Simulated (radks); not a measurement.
The numbers below are computed, except where a source is named.
Species: Gd+. Configuration: [Xe] 4f7 5d1 6s1.

Level of theory: Dirac Kohn-Sham, Slater X-alpha with alpha = 0.948, spin-unpolarised, spherical densities, finite nucleus; open shells fill j = l - 1/2 first; Fermi nuclear charge, rms radius 5.1569 fm (a radial shooting solver on a logarithmic mesh with Libxc functionals).

Energy parts (Ry):
part                   energy
total             -22730.1188
kinetic            24788.2538
electron-nucleus  -55681.2755
Hartree             8839.0715
exchange            -676.1687

Orbitals (lengths in bohr, moments of r in powers of bohr; <r^-3> diverges for s and p1/2; r(max) is where P^2 peaks; r(90%) holds 90 % of the orbital's charge):
1s1/2: occ. 2; eigenvalue (Ry) -3694.116; r(max) 0.01391; r(90%) 0.0396; <1/r> 71.71
2s1/2: occ. 2; eigenvalue (Ry) -613.0008; r(max) 0.07900; r(90%) 0.144; <1/r> 17.14
2p1/2: occ. 2; eigenvalue (Ry) -583.2866; r(max) 0.05960; r(90%) 0.127; <1/r> 17.14
2p3/2: occ. 4; eigenvalue (Ry) -531.5846; r(max) 0.06543; <r^-3> 9996; r(90%) 0.136; <1/r> 15.14
3s1/2: occ. 2; eigenvalue (Ry) -137.0562; r(max) 0.2236; r(90%) 0.357; <1/r> 6.263
3p1/2: occ. 2; eigenvalue (Ry) -123.9793; r(max) 0.2106; r(90%) 0.349; <1/r> 6.185
3p3/2: occ. 4; eigenvalue (Ry) -113.3135; r(max) 0.2229; <r^-3> 2131; r(90%) 0.367; <1/r> 5.677
3d3/2: occ. 4; eigenvalue (Ry) -90.50323; r(max) 0.1767; <r^-3> 360.0; r(90%) 0.339; <1/r> 5.561
3d5/2: occ. 6; eigenvalue (Ry) -88.16105; r(max) 0.1802; <r^-3> 319.7; r(90%) 0.344; <1/r> 5.434
4s1/2: occ. 2; eigenvalue (Ry) -28.30175; r(max) 0.5131; r(90%) 0.789; <1/r> 2.623
4p1/2: occ. 2; eigenvalue (Ry) -23.15325; r(max) 0.5166; r(90%) 0.815; <1/r> 2.521
4p3/2: occ. 4; eigenvalue (Ry) -20.76467; r(max) 0.5427; <r^-3> 478.3; r(90%) 0.857; <1/r> 2.348
4d3/2: occ. 4; eigenvalue (Ry) -12.20372; r(max) 0.5488; <r^-3> 68.89; r(90%) 0.934; <1/r> 2.135
4d5/2: occ. 6; eigenvalue (Ry) -11.76675; r(max) 0.5572; <r^-3> 60.34; r(90%) 0.950; <1/r> 2.092
5s1/2: occ. 2; eigenvalue (Ry) -4.39821; r(max) 1.182; r(90%) 1.89; <1/r> 1.019
5p1/2: occ. 2; eigenvalue (Ry) -2.94711; r(max) 1.282; r(90%) 2.13; <1/r> 0.9049
5p3/2: occ. 4; eigenvalue (Ry) -2.60589; r(max) 1.356; <r^-3> 67.37; r(90%) 2.27; <1/r> 0.8432
4f5/2: occ. 6; eigenvalue (Ry) -1.57660; r(max) 0.5525; <r^-3> 9.003; r(90%) 1.37; <1/r> 1.592
4f7/2: occ. 1; eigenvalue (Ry) -1.51520; r(max) 0.5572; <r^-3> 8.688; r(90%) 1.39; <1/r> 1.574
5d3/2: occ. 1; eigenvalue (Ry) -0.76621; r(max) 1.811; <r^-3> 4.536; r(90%) 3.63; <1/r> 0.5584
6s1/2: occ. 1; eigenvalue (Ry) -0.74758; r(max) 3.081; r(90%) 5.03; <1/r> 0.3639
5d5/2: occ. 0; eigenvalue (Ry) -0.73825; r(max) 1.851; <r^-3> 3.886; r(90%) 3.71; <1/r> 0.5447

The highest occupied level is 6s1/2 at -10.171 eV. For comparison, the ionisation energy in NIST's Atomic Spectra Database is 12.08 eV (semi-empirical). In exact Kohn-Sham theory the highest level is minus the ionisation energy, but local and semilocal functionals leave it too shallow, through self-interaction and a potential that decays too fast; potentials with the right tail come closer. The density falls to 0.001 e/bohr^3 at r = 4.45 bohr. Summed over all electrons, <r^2> = 54.31 bohr^2, which gives a Langevin (diamagnetic) susceptibility term of -43 x 10^-6 cm^3/mol. The electron density at the nucleus is 6.291e+05 e/bohr^3.

Beside tabulated values, note that spin-unpolarised runs miss the spin-polarisation part of the exchange energy of open shells.
